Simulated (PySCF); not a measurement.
## Working out the ionisation energy of Tc

Tc [Kr] 4d5 5s2 (6S) → Tc⁺ [Kr] 4d5 5s1 (7S). Calculation: PySCF 2.14, in aug-cc-pVTZ-PP with one added diffuse shell each of s, p, d, f, g type with ECP28MDF (7s7p6d4f3g, 113 functions); a scalar-relativistic core potential. Frozen: 4s2 4p6. Energies in hartree (1 hartree = 27.21139 eV):

| part | Tc (lower) | Tc⁺ (upper) |
| --- | --- | --- |
| UHF | -79.849251 | -79.645842 |
| MP2 opposite-spin | -0.046131 | 0.000000 |
| MP2 same-spin | -0.079833 | -0.081016 |

**Question.** What does Hartree-Fock give?

**Answer.** (-79.645842) − (-79.849251) = 0.203409 hartree = 5.535 eV.

**Question.** What do MP2 and SCS-MP2 (6/5 opposite-spin, 1/3 same-spin) give?

**Answer.** The opposite-spin parts differ by 1.255 eV and the same-spin parts by -0.032 eV. MP2: 5.535 + (1.255) + (-0.032) = 6.758 eV. SCS-MP2: 5.535 + 1.2 × (1.255) + (-0.032)/3 = 7.030 eV.

Measured between the centres of the two terms (NIST): 7.119 eV, so MP2 (valence) is off by -0.361 eV.

What remains against the reference includes basis incompleteness, the frozen core and correlation beyond second order.
